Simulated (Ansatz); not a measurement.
Zr3⁻, relaxed as a doublet with UKS r2SCAN-D4/def2-TZVPD in Ansatz, starting from the GFN2-xTB geometry. Force threshold 0.02 eV/Å.

In the def2 sets Zr takes a core potential; there is no spin–orbit coupling. The charge -1 doublet is spin-contaminated (final ⟨S²⟩ up to 2.97, 0.75 for a pure state). The highest occupied level of the charge -1 doublet lies above zero (up to 0.32 eV). Its loss leaves the charge 0 triplet, which lies 1.08 eV higher (vertical, at r2SCAN-D4/def2-TZVPD), but this difference is unsure: the triplet is doubtful (geometry relaxed on an unsound state). The relaxation made no stability test and no search for a lower SCF solution. At r2SCAN-D4/def2-TZVPD a quartet of charge -1 lies 0.25 eV below the doublet, each at its own geometry. That quartet is doubtful there (⟨S²⟩ 5.09, where a pure state has 3.75). The structure comes from a short search, and lower isomers may exist.

Start:

```xyz
3

Zr   -1.897   -0.071    0.122
Zr    1.073   -0.834    1.333
Zr    0.824    0.905   -1.455
```

```
        step  energy (eV)  largest force component (eV/Å)  SCF passes
           1   -3835.4147                           2.284         235
           2   -3836.4614                           1.878          93
           3   -3837.1629                           0.230          71
4 (rejected)   -3837.1614                           0.281          59
           5   -3837.1659                           0.174          63
           6   -3837.1683                           0.005          49
```

Force components are those of the run's own axes.

End:

```
atom   x (Å)   y (Å)   z (Å)
 Zr1  -1.556  -0.059   0.101
 Zr2   0.876  -0.662   1.058
 Zr3   0.680   0.721  -1.159
```

By distances, no bond broke or formed. The bond that changes most is Zr2–Zr3, from 3.30 to 2.62 Å (atoms count from 1).

No frequencies were taken in this run, so the end may be a saddle point.

It took 53 s on 4 threads of Arm Neoverse V1 on a shared host.
